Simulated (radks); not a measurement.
Ga2+, configuration [Ar] 3d10 4p1 (not the ground configuration). All-electron calculation, scalar-relativistic Kohn-Sham, PBE, spin-polarised, spherical densities, finite nucleus; open shells are filled with parallel spins first; Fermi nuclear charge, rms radius 3.9973 fm. Program: a radial shooting solver on a logarithmic mesh with Libxc functionals.

Normalised radial functions P(r) = r R(r), r in bohr:

r,3p up,3p down,4p up
0.005445,0.0101,0.0101,0.0026
0.007147,0.0166,0.0166,0.0044
0.009382,0.0271,0.0271,0.0071
0.01231,0.0441,0.0441,0.0116
0.01616,0.0707,0.0707,0.0186
0.02105,0.1100,0.1101,0.0290
0.02763,0.1697,0.1698,0.0447
0.03626,0.2536,0.2538,0.0667
0.0476,0.3637,0.3639,0.0956
0.06247,0.4929,0.4931,0.1293
0.082,0.6177,0.6180,0.1615
0.1076,0.6916,0.6919,0.1796
0.1402,0.6494,0.6497,0.1660
0.184,0.4216,0.4218,0.1020
0.2415,-0.0136,-0.0136,-0.0167
0.317,-0.5756,-0.5759,-0.1640
0.416,-1.0763,-1.0768,-0.2791
0.5461,-1.3062,-1.3068,-0.2895
0.711,-1.1939,-1.1944,-0.1628
0.9333,-0.8430,-0.8430,0.0844
1.225,-0.4563,-0.4552,0.3742
1.608,-0.1825,-0.1810,0.6088
2.111,-0.0505,-0.0496,0.7003
2.77,-0.0087,-0.0084,0.6088
3.607,-0.0009,-0.0008,0.3981
4.735,0.0000,0.0000,0.1824
6.215,0.0000,0.0000,0.0529
8.158,0.0000,0.0000,0.0085

3p up: eigenvalue -120.88 eV, 1 radial node at r = 0.240 bohr, <r> = 0.679 bohr, 90 % of the charge inside 1.05 bohr. 3p down: eigenvalue -120.82 eV, 1 radial node at r = 0.240 bohr, <r> = 0.679 bohr, 90 % of the charge inside 1.05 bohr. 4p up: eigenvalue -19.124 eV, 2 radial nodes at r = 0.234, 0.859 bohr, <r> = 2.48 bohr, 90 % of the charge inside 3.70 bohr.
